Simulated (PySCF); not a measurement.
# 4-fluoroaniline (SMILES Nc1ccc(F)cc1)

Molfile (atoms numbered from 1):
```
C6H6FN
     RDKit          3D

 14 14  0  0  0  0  0  0  0  0999 V2000
    2.4312   -0.0491    0.1033 N   0  0  0  0  0  0  0  0  0  0  0  0
    1.0562    0.0904    0.0327 C   0  0  0  0  0  0  0  0  0  0  0  0
    0.4460    1.3433    0.2124 C   0  0  0  0  0  0  0  0  0  0  0  0
   -0.9386    1.4779    0.1934 C   0  0  0  0  0  0  0  0  0  0  0  0
   -1.7332    0.3569   -0.0062 C   0  0  0  0  0  0  0  0  0  0  0  0
   -3.0644    0.4841   -0.0270 F   0  0  0  0  0  0  0  0  0  0  0  0
   -1.1599   -0.8946   -0.1873 C   0  0  0  0  0  0  0  0  0  0  0  0
    0.2251   -1.0248   -0.1676 C   0  0  0  0  0  0  0  0  0  0  0  0
    2.9715    0.7861   -0.0798 H   0  0  0  0  0  0  0  0  0  0  0  0
    2.8171   -0.8693   -0.3452 H   0  0  0  0  0  0  0  0  0  0  0  0
    1.0692    2.2268    0.3739 H   0  0  0  0  0  0  0  0  0  0  0  0
   -1.4121    2.4517    0.3317 H   0  0  0  0  0  0  0  0  0  0  0  0
   -1.8051   -1.7611   -0.3443 H   0  0  0  0  0  0  0  0  0  0  0  0
    0.6737   -2.0121   -0.3063 H   0  0  0  0  0  0  0  0  0  0  0  0
  1  2  1  0
  2  3  1  0
  3  4  2  0
  4  5  1  0
  5  6  1  0
  5  7  2  0
  7  8  1  0
  8  2  2  0
  1  9  1  0
  1 10  1  0
  3 11  1  0
  4 12  1  0
  7 13  1  0
  8 14  1  0
M  END
```

Computed with quadratic response CAM-B3LYP/aug-cc-pVDZ first hyperpolarisability, Taylor convention, gas phase in PySCF 2.14.0. Geometry: PBE0-D3(BJ)/def2-SVP.

**Question.** Give the tensor of the second harmonic β(−2ω;ω,ω) at 1064 nm in the axes of these coordinates.

**Answer.** In au, Taylor convention; rows are the first index (the induced dipole):
```
      xx    yy     zz    xy     xz    yz
x  +61.5  -4.2  -39.2  -6.4   +4.9  +5.8
y   -5.5  -3.2   +5.3  +4.1   +7.5  +5.0
z   +4.2  +3.8   +2.9  +7.5  -40.9  +5.3
```
Norm of βᵢ = ⅓ Σⱼ (βᵢⱼⱼ + βⱼᵢⱼ + βⱼⱼᵢ): 25.9 au, hyper-Rayleigh value 30.5 au.
